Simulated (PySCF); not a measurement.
# TmBr at B97-3

Computed with B97-3; PySCF, spin-free X2C with a Gaussian nucleus, basis sets Tm x2c-SVPall, Br x2c-SVPall.

```json
{
  "state": "triplet, about 12.8 electrons in the 4f shell (Mulliken), real f orbitals that mix terms",
  "bond length": "2.653 Å",
  "harmonic wavenumber": "198 cm⁻¹",
  "force constant": "1.24 mdyn/Å",
  "rotational constant Be": "0.04452 cm⁻¹",
  "anharmonicity ωexe": "0.426 cm⁻¹",
  "vibration–rotation constant αe": "0.000136 cm⁻¹",
  "well depth De to Tm (4f13 6s2) + Br": "3.34 eV",
  "dissociation energy D0": "3.33 eV",
  "bond order (Mayer)": "1.03",
  "dipole moment (positive dipole means Tm(−)Br(+))": "-4.68 D"
}
```

Spin–orbit coupling is left out, which matters for elements this heavy, above all for dissociation energies. The state is the lowest single determinant that the PBE0 search found; with open d or f shells the true ground state can be another one.
